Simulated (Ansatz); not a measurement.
F2H3SiSn, SMILES `[F][Sn]([F])[SiH3]` radical. Charge 0, multiplicity 2. Sn takes the def2 core potential. The geometry is a stationary point of PBE0-D4/def2-TZVP.

```xyz
7

F    -0.197    0.781   -2.530
Sn   -0.174    1.437   -0.714
F    -2.073    1.605   -0.400
Si    0.520   -0.700    0.731
H     0.371   -0.314    2.154
H     1.935   -0.994    0.400
H    -0.382   -1.815    0.358
```

Q: What is the dipole moment at B3LYP/def2-TZVPP? (An estimate is asked.)

A: The calculation gave: 4.28 D, with components (3.10, -0.46, 2.91) D in this frame, pointing from negative to positive charge.

Q: And with PBE, r2SCAN, ωB97M-V? (An estimate is asked.)

A: Computed: PBE 3.94 D, r2SCAN 4.10 D, ωB97M-V 4.27 D.

Q: Give the Mulliken charges with B3LYP, ωB97M-V, PBE in def2-TZVPP. (Estimate.)

A: Computed: 
| atom | B3LYP | ωB97M-V | PBE |
| --- | --- | --- | --- |
| F1 | -0.49 | -0.49 | -0.44 |
| Sn2 | 0.95 | 0.91 | 0.88 |
| F3 | -0.49 | -0.49 | -0.44 |
| Si4 | 0.09 | 0.02 | 0.04 |
| H5 | -0.03 | 0.01 | -0.02 |
| H6 | -0.03 | 0.01 | -0.02 |
| H7 | -0.01 | 0.02 | -0.01 |

B3LYP here is the variant with VWN-RPA as its local correlation; programs differ in this.
